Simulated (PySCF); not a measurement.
ClH3MoN2S, SMILES [Cl][Mo](=[NH])([NH2])=[S], multiplicity 1.

Coordinates come from a PBE-D3(BJ)/def2-SVP optimisation. The multiplicity is an assumed one; no other spin state was optimised. The structure was generated by enumeration; whether it is a known compound was not checked. The def2 effective core potentials stand for the cores of Mo; spin–orbit coupling is left out. One conformer was computed; it need not be the lowest.

Level of theory: PBE-D3(BJ)/def2-SVP (PySCF 2.14.0).

Frequencies are harmonic and unscaled.

| mode | ν (cm⁻¹) | IR (km/mol) | moving atoms (share of kinetic energy) |
|---|---|---|---|
| 1 | 136 | 0.2 | S 38 %, Cl 38 %, Mo 15 % |
| 2 | 156 | 1.3 | N 39 %, Cl 26 %, Mo 18 %, H 12 % |
| 3 | 185 | 4.3 | N 42 %, S 23 %, H 16 %, Mo 14 % |
| 4 | 214 | 7.6 | N 51 %, H 22 %, S 12 %, Cl 10 % |
| 5 | 247 | 14.1 | N 61 %, H 26 % |
| 6 | 386 | 18.2 | Cl 55 %, H 22 %, Mo 20 % |
| 7 | 401 | 2.4 | H 75 %, Cl 11 % |
| 8 | 475 | 72.0 | H 76 %, N 22 % |
| 9 | 518 | 294.7 | H 70 %, N 22 % |
| 10 | 551 | 4.8 | S 60 %, Mo 20 %, H 17 % |
| 11 | 583 | 47.5 | H 73 %, N 20 % |
| 12 | 655 | 8.7 | H 65 %, N 32 % |
| 13 | 721 | 97.9 | N 57 %, H 26 %, Mo 16 % |
| 14 | 973 | 76.5 | N 78 %, Mo 15 % |
| 15 | 1446 | 25.2 | H 89 %, N 11 % |
| 16 | 3460 | 130.8 | H 96 % |
| 17 | 3483 | 141.0 | H 93 % |
| 18 | 3569 | 51.1 | H 91 %, N 9 % |
